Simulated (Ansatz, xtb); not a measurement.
Ranking isomers of FNSiSn

3 gas-phase structures of FNSiSn, found in a search over its isomers (lower ones may exist). Each was relaxed with GFN2-xTB; where two conformers were screened, the lower at r2SCAN-D4/def2-SVP is listed:

A. a singlet given by its coordinates
B. `N#[Si][Sn][F]`, a singlet
C. a singlet given by its coordinates

A (Å):

```json
{"atom": "F", "x (Å)": "0.6512", "y (Å)": "-2.0158", "z (Å)": "-1.1258"}
{"atom": "N", "x (Å)": "0.7863", "y (Å)": "0.2140", "z (Å)": "0.1299"}
{"atom": "Si", "x (Å)": "-0.2707", "y (Å)": "-1.0866", "z (Å)": "-0.1273"}
{"atom": "Sn", "x (Å)": "1.5349", "y (Å)": "1.7887", "z (Å)": "0.7330"}
```

Close contacts (Å): F1–Si3 1.65, N2–Si3 1.70, N2–Sn4 1.84.

C (Å):

```xyz
4

F    -1.6879   -0.3030   -1.3196
N     1.0594   -0.5023    0.2181
Si    1.5760    0.7366   -0.6790
Sn   -0.7600   -1.4484    0.1992
```

Close contacts (Å): F1–Sn4 2.12, N2–Si3 1.61, N2–Sn4 2.05.

Q: Make a reasoned guess at their ranking by r2SCAN-D4/def2-SVP single-point energy.

A: Calculated order at r2SCAN-D4/def2-SVP: A (0.0), C (31.6), B (268.7) kJ/mol.

Energies above the lowest of each column, in kJ/mol; the last columns are at PBE0-D3(BJ)/def2-SVP geometries and were run for some of them only (a dash: not run or not comparable):

```tsv
structure	GFN2-xTB	HF/STO-3G	r2SCAN-D4/def2-SVP	PBE0-D3(BJ)/def2-SVP
A	50.5	0.0	0.0	0.0
C	0.0	84.7	31.6	8.1
B	91.1	376.4	268.7	–
```

PBE0-D3(BJ)/def2-SVP puts A lowest of those it was run on; GFN2-xTB picks C. Frequencies (PBE0-D3(BJ)/def2-SVP) were run for A, C alone. Atoms past krypton carry core potentials in the def2 sets, without spin–orbit terms.

Programs: Ansatz 0.2.0, xtb 6.7.1.
